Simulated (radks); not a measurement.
Question: Neutral barium, configuration [Xe] 6s1 7f1 (not the ground configuration). Calculated with a radial shooting solver on a logarithmic mesh with Libxc functionals: Dirac Kohn-Sham, LDA (Slater exchange, Perdew-Wang correlation), spin-unpolarised, spherical densities, finite nucleus; open shells fill j = l - 1/2 first; Fermi nuclear charge, rms radius 4.8378 fm.

Spin-orbit splittings of the eigenvalues, e(l+1/2) - e(l-1/2), with zeta = 2 splitting/(2l+1) and mean radii in bohr:

shell  occ.  splitting (eV)  zeta (eV)  <r> j=l-1/2  <r> j=l+1/2
2p        6           381.2      254.2      0.09197      0.09796
3p        6           73.65      49.10       0.2818       0.2938
3d       10               ?          ?       0.2645       0.2683
4p        6           15.48      10.32       0.6971       0.7247
4d       10           2.628      1.051       0.7952       0.8053
5p        6           2.134      1.423        1.854        1.940
7f        1       0.0009151  0.0002615        41.82        41.49

Estimate the 3d splitting.

Answer: 15.72 eV (zeta = 6.287 eV).
